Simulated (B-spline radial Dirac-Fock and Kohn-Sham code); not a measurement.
Level of theory: Dirac-Fock (average of configuration) total-energy differences with a finite nucleus, the Breit interaction including its frequency dependence, and self-energy and vacuum-polarisation corrections; an atomic code on a B-spline grid. Free neutral atoms.

**Question.** Order these X-ray lines by photon energy, lowest first.
A. Eu Lα1
B. Nb Lγ2
C. Rh Lγ3
D. Xe Lβ1
E. Cs Lγ3
F. Mn Kα1

**Answer.** B (2667.4 eV), C (3368.5 eV), D (4418.4 eV), E (5550.4 eV), A (5844.5 eV), F (5896.7 eV).

Values without a named source are computed, but for edge energies of neutral atoms, which are taken from tables.
